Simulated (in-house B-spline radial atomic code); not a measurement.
Configurations of Ba IV (Ba3+), with energies counted from [Kr] 4d10 5s2 5p5. Method: Dirac-Hartree-Fock, average of configuration, Fermi nucleus of rms radius 4.8378 fm. Calculated with a radial B-spline atomic code at the basis-set limit. Energies include first-order Breit, QED and recoil terms.

Occupations are held fixed; configurations that lie above the ionisation limit could autoionise.

```json
{"configuration": "[Kr] 4d10 5s2 5p4 7f1", "E - E(ref) (eV)": "41.306", "highest orbital": "7f7/2", "its <r> (bohr)": "12.71"}
{"configuration": "[Kr] 4d10 5s2 5p4 7g1", "E - E(ref) (eV)": "42.58", "highest orbital": "7g7/2", "its <r> (bohr)": "15.74"}
{"configuration": "[Kr] 4d10 5s1 5p5 5g1", "E - E(ref) (eV)": "56.909", "highest orbital": "5g7/2", "its <r> (bohr)": "6.809"}
{"configuration": "[Kr] 4d10 5s1 5p5 8d1", "E - E(ref) (eV)": "59.652", "highest orbital": "8d5/2", "its <r> (bohr)": "13"}
{"configuration": "[Kr] 4d10 5s1 5p5 9d1", "E - E(ref) (eV)": "61.248", "highest orbital": "9d5/2", "its <r> (bohr)": "17.93"}
{"configuration": "[Kr] 4d10 5s1 5p5 8f1", "E - E(ref) (eV)": "61.383", "highest orbital": "8f7/2", "its <r> (bohr)": "17.63"}
{"configuration": "[Ar] 3d10 4s2 4p5 4d10 5s2 5p6", "E - E(ref) (eV)": "180.82", "highest orbital": "5p3/2", "its <r> (bohr)": "1.807"}
{"configuration": "[Ar] 3d9 4s2 4p6 4d10 5s2 5p5 5f1", "E - E(ref) (eV)": "809.99", "highest orbital": "5f7/2", "its <r> (bohr)": "4.703"}
{"configuration": "[Ar] 3d9 4s2 4p6 4d10 5s2 5p5 8f1", "E - E(ref) (eV)": "818.77", "highest orbital": "8f7/2", "its <r> (bohr)": "17.28"}
```

**Question.** Order these further configurations by energy, lowest first.
A. [Kr] 4d10 5s1 5p5 7d1
B. [Kr] 4d9 5s2 5p5 5g1
C. [Kr] 4d10 5s2 5p4 9g1
D. [Ar] 3d9 4s2 4p6 4d10 5s2 5p5 6g1
E. [Kr] 4d9 5s2 5p5 7g1

**Answer.** C (44.344 eV), A (56.975 eV), B (117.15 eV), E (121.42 eV), D (817.04 eV).

**Question.** How far above the reference does [Kr] 4d10 5s2 5p4 6g1 lie?

**Answer.** 40.97 eV; its least bound orbital is 6g7/2 with <r> = 10.9 bohr.

**Question.** How far above the reference does [Kr] 4d10 5s2 5p4 5f1 lie?

**Answer.** 34.459 eV; its least bound orbital is 5f7/2 with <r> = 4.933 bohr.

**Question.** How far above the reference does [Kr] 4d9 5s2 5p5 7s1 lie?

**Answer.** 112.56 eV; its least bound orbital is 7s1/2 with <r> = 6.23 bohr.
